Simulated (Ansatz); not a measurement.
Basis sets compared for the cluster GaO2H. Total charge 0; singlet. Geometry B3LYP-D4/def2-TZVP. Ansatz on 4 threads of Arm Neoverse V1 on a shared host; times are rough, and most runs start from earlier orbitals.

```xyz
4

Ga   -0.415    0.139   -0.411
O    -1.755    0.659   -1.227
O     1.061   -0.451    0.340
H     1.110   -0.347    1.298
```

The structure comes from a short search, and lower isomers may exist.

Binding counts from free atoms (Ga doublet, O triplet, H doublet) in the same basis, without a counterpoise term.

| level | functions | energy (Eh) | HOMO (eV) | LUMO (eV) | binding per atom (eV) | wall time |
| --- | --- | --- | --- | --- | --- | --- |
| HF/STO-3G | 29 | -2049.1280 | -7.87 | 5.98 | – | 0.15 s |
| HF/def2-TZVP | 116 | -2073.5961 | -11.34 | 0.95 | 1.64 | 0.45 s |
| PBE-D4/def2-SVP | 65 | -2075.0899 | -6.19 | -2.95 | 3.36 | 0.4 s |
| PBE-D4/def2-TZVP | 116 | -2075.5319 | -6.39 | -3.08 | 3.39 | 0.6 s |
| r2SCAN-D4/def2-TZVP | 116 | -2075.8857 | -6.67 | -2.85 | 3.26 | 1.5 s |
| PBE0-D4/def2-SVP | 65 | -2075.1100 | -7.63 | -2.05 | 3.09 | 0.55 s |
| PBE0-D4/def2-TZVP | 116 | -2075.5510 | -7.80 | -2.15 | 3.13 | 1.3 s |

(1) Estimate the rows for PBE-D4/def2-TZVPD, r2SCAN-D4/def2-TZVPD, PBE0-D4/def2-TZVPD.

Results:

(1) 
```json
{"level": "PBE-D4/def2-TZVPD", "functions": "143", "energy (Eh)": "-2075.5354", "HOMO (eV)": "-6.48", "LUMO (eV)": "-3.22", "binding per atom (eV)": "3.39", "wall time": "0.96 s"}
{"level": "r2SCAN-D4/def2-TZVPD", "functions": "143", "energy (Eh)": "-2075.8883", "HOMO (eV)": "-6.73", "LUMO (eV)": "-2.96", "binding per atom (eV)": "3.27", "wall time": "1.9 s"}
{"level": "PBE0-D4/def2-TZVPD", "functions": "143", "energy (Eh)": "-2075.5540", "HOMO (eV)": "-7.87", "LUMO (eV)": "-2.33", "binding per atom (eV)": "3.14", "wall time": "1.2 s"}
```
